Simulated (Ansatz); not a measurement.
K4. Charge 0, multiplicity 1. Geometry B3LYP/def2-TZVP; atoms count from 1.

```xyz
4

K    -2.7888   -2.6638    1.1966
K     0.4427    0.0985    1.9595
K     2.7794    2.6742   -1.1948
K    -0.4334   -0.1090   -1.9612
```

The restricted singlet is unstable: a solution with broken spin symmetry lies lower. The geometry of the singlet was relaxed on an unsound state (restricted singlet, unstable towards broken spin symmetry at other levels and untested here). The structure comes from a short search, and lower isomers may exist.

Question: Estimate the Mulliken populations from the PBE0/def2-TZVP orbitals of Ansatz.

Answer: 
```
atom  charge (e)
  K1       -0.12
  K2        0.12
  K3       -0.12
  K4        0.12
```
Mulliken values and Mayer orders depend strongly on the basis.

Question: And the Mayer bond orders between bonded heavy atoms (over 0.3)?

Answer: K1–K2 0.50 (4.32 Å); K1–K4 0.32 (4.70 Å); K2–K3 0.32 (4.70 Å); K2–K4 0.45 (4.02 Å); K3–K4 0.50 (4.32 Å).
